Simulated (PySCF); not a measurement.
**Question.** Give a PBE0-D3(BJ)/def2-SVP geometry of `N#C[Si@H]([SiH3])O[SiH3]`.

**Answer.** 
```
atom  x, y, z in Å
N1     0.7276    2.9037   -1.1814
C2     0.4181    1.7855   -1.1731
Si3   -0.1251   -0.0010   -1.1017
Si4   -2.2472   -0.0230   -0.1051
O5     0.9774   -0.8369   -0.2048
Si6    1.9053   -0.8153    1.1812
H7    -0.1038   -0.4963   -2.5031
H8    -3.1877    0.8098   -0.9130
H9    -2.7502   -1.4283   -0.0383
H10   -2.1320    0.5339    1.2762
H11    2.7649   -2.0295    1.1686
H12    2.7443    0.4172    1.2057
H13    1.0132   -0.8368    2.3784
```

Any rigid rotation of these coordinates is as good. Atoms count from 1 in this order. Si3 (oxygen-bound silicon) is distorted tetrahedral (angles from 106.2° to 114.2°). Si4 (SiH3 silicon) is tetrahedral (angles from 108.6° to 109.9°). Si6 (oxygen-bound silicon) is tetrahedral (angles from 107.7° to 110.5°). O5 (siloxane oxygen) is bent (angle 144.8°).

Bonds between heavy atoms (Å): N1≡C2 1.160, C2–Si3 1.869, Si3–Si4 2.345, Si3–O5 1.649, O5–Si6 1.668.

Method used: PBE0-D3(BJ)/def2-SVP geometry optimisation, gas phase (PySCF 2.14.0).

Point group: C1 (no symmetry element, even within 0.4 Å). PBE0-D3(BJ)/def2-SVP frequencies: not computed here. One conformer, not necessarily the lowest (C2–Si3–O5–Si6 44°).

The run took 87 s on one thread, Arm Neoverse V2 (aarch64) (shared host), and the process peaked at 0.51 GiB of memory. These figures are those of the optimisation.
